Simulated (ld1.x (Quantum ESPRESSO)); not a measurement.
Plane-wave convergence, TM potential for silicon

ld1.x (Quantum ESPRESSO) 7.5 input, shortened:

```
&input
   title='Si', zed=14., rel=0, dft='PBESOL', iswitch=3,
   config='[Ne] 3s2 3p2'
 /
 &inputp
   pseudotype=2, tm=.true., lloc=0,
   nlcc=.true.
 /
2
3P  2  1   2.00   0.00  1.30  1.30  0.0
3S  1  0   2.00   0.00  1.75  1.75  0.0
 &test
   configts(1)='3s2 3p2'
 /
```

The pseudo-atom Hamiltonian at the reference potential is diagonalised in spherical Bessel functions j_l(qr) that vanish at 20 bohr, with q² up to the cutoff. All-electron valence levels (Ry): 3p -0.2989, 3s -0.7882.

Q: How do the lowest levels (Ry) of each channel move with the cutoff, and are there ghosts?

A:

| cutoff (Ry) | p #1 | s #1 | d #1 | d #2 | f #1 | f #2 | Σ f·Δε (mRy) |
| --- | --- | --- | --- | --- | --- | --- | --- |
| 8 | -0.2660 | -0.7570 | 0.0577 | 0.1390 | 0.1099 | 0.2358 | 128.2 |
| 12 | -0.2681 | -0.7816 | 0.0577 | 0.1390 | 0.1099 | 0.2358 | 74.6 |
| 21 | -0.2701 | -0.7853 | 0.0577 | 0.1389 | 0.1099 | 0.2358 | 63.3 |
| 30 | -0.2717 | -0.7868 | 0.0577 | 0.1389 | 0.1099 | 0.2358 | 57.1 |
| 45 | -0.2831 | -0.7881 | 0.0577 | 0.1389 | 0.1099 | 0.2358 | 31.7 |
| 55 | -0.2909 | -0.7881 | 0.0577 | 0.1389 | 0.1099 | 0.2358 | 16.1 |
| 80 | -0.2986 | -0.7882 | 0.0577 | 0.1389 | 0.1099 | 0.2358 | 0.5 |
| 100 | -0.2987 | -0.7882 | 0.0577 | 0.1389 | 0.1099 | 0.2358 | 0.3 |
| 400 | -0.2989 | -0.7882 | 0.0577 | 0.1389 | 0.1099 | 0.2358 | 0.0 |

Result: no extra level below or beside the all-electron valence levels (p, s, d, f tested); 10 mRy is reached at 60 Ry and 1 mRy at 80 Ry.
